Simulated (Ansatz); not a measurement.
Geometry optimisation, RKS BHLYP-D4/def2-mTZVP in Ansatz 0.2.0.

Input:

```yaml
crystal:
  periodic: [false, false, false]
  atoms:
    - { symbol: Ga, position_ang: [0.0, 0.0, 0.0] }
    - { symbol: O, position_ang: [0.0, 0.0, 2.14] }
    - { symbol: H, position_ang: [-0.9095, -0.2814, 2.4771] }
    - { symbol: H, position_ang: [1.3596, 0.0, -0.785] }
    - { symbol: H, position_ang: [-1.3596, 0.0, -0.785] }
    - { symbol: Si, position_ang: [0.1179, 2.493, 0.8293] }
    - { symbol: H, position_ang: [0.6941, 2.5339, 2.1701] }
    - { symbol: H, position_ang: [0.9521, 3.2709, -0.0821] }
    - { symbol: H, position_ang: [-1.2271, 3.0603, 0.8608] }
    - { symbol: H, position_ang: [0.0596, 1.2607, 1.9837] }
basis:
  gaussian: { orbitals: def2-mTZVP }
hamiltonian:
  xc: { name: BHLYP }
  dispersion: d4
relax:
  f_tol: 0.15
  max_steps: 25
  restrain:
    - { distance: [0, 5], at: 2.33, k: 30.0 }
    - { distance: [9, 1], at: 1.01, k: 30.0 }
    - { distance: [0, 1], at: 2.99, k: 30.0 }
    - { distance: [9, 5], at: 2.66, k: 30.0 }
output:
  orbitals: {}
```

Launched with:

```bash
$ ansatz run input.yaml --threads 2 --pin off --max-ram 3072MiB --backend cpu --events-out ev --progress --plain --runs-dir out
```

Task: Where does it end, and by what steps?

Result: The forces met the threshold. The restraints hold the end off the free minimum. After 9 steps the energy has fallen by 2.559 eV (the restraints' own energy left out); H10 moved furthest, 0.78 Å. Parted: Ga1–O2 (2.14 → 2.98 Å). Joined: O2–H10 (1.27 → 0.98 Å).

| step | energy less start (eV) | largest force component (eV/Å) | accepted |
| --- | --- | --- | --- |
| 0 | 0.0000 | 4.292 | yes |
| 1 | -1.0394 | 4.268 | yes |
| 2 | -1.6060 | 2.853 | yes |
| 3 | -2.0243 | 3.024 | yes |
| 4 | -2.3989 | 2.679 | yes |
| 5 | -2.5267 | 1.543 | yes |
| 6 | -2.5557 | 1.095 | yes |
| 7 | -2.5340 | 1.318 | no |
| 8 | -2.5575 | 1.146 | yes |
| 9 | -2.5594 | 1.107 | yes |

```xyz
10
Properties=species:S:1:pos:R:3
Ga 0.070 0.475 -0.487
O -0.119 -0.088 2.430
H -1.012 -0.200 2.749
H 1.406 -0.252 -0.871
H -1.296 -0.173 -0.910
Si 0.115 2.565 0.595
H 0.754 2.440 1.931
H 0.885 3.613 -0.112
H -1.233 3.118 0.852
H 0.118 0.840 2.632
```

Time of the run: 32 s on 2 threads of Arm Neoverse V1, with other jobs on the host, peak memory 0.23 GiB.
